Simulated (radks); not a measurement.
All-electron atom: the arsenic ion As1.125+ in [Ar] 3d10 4s2 4p(1/2: 1.875, 3/2: 0) (fractional occupations, a model configuration). Method: Dirac Kohn-Sham, LDA (Slater exchange, Perdew-Wang correlation), spin-unpolarised, spherical densities, finite nucleus; Fermi nuclear charge, rms radius 4.0968 fm; computed with a radial shooting solver on a logarithmic mesh with Libxc functionals.

Normalised radial functions P(r) = r R(r) (large component), r in bohr:

```
   r/bohr * 3p1/2, o 4s1/2 (the largest magnitude, 1.38, reaches the edge; | marks zero, & curves that meet)
   0.0039                             *o
 0.005119                             *o
  0.00672                             * o
  0.00882                             |*o
  0.01158                             |*o
   0.0152                             | *o
  0.01979                             | *o
  0.02597                             |  o*
  0.03409                             | o   *
  0.04475                             |o      *
  0.05873                             o          *
  0.07709                           o |            *
   0.1012                         o   |             *
   0.1318                        o    |            *
    0.173                         o   |       *
    0.227                            &|
    0.298                *            |   o
   0.3911      *                      |      o
   0.5134  *                          |      o
   0.6685     *                       | o
   0.8775             *          o    |
    1.152                o    *       |
    1.512             o            *  |
    1.984               o            *|
    2.605                   o         *
    3.392                        o    *
    4.452                           o *
    5.843                             &
     7.67                             &
```

3p1/2: eigenvalue -147.77 eV, 1 radial node at r = 0.220 bohr, <r> = 0.611 bohr, 90 % of the charge inside 0.938 bohr. 4s1/2: eigenvalue -24.707 eV, 3 radial nodes at r = 0.0585, 0.241, 0.733 bohr, <r> = 1.86 bohr, 90 % of the charge inside 2.77 bohr.
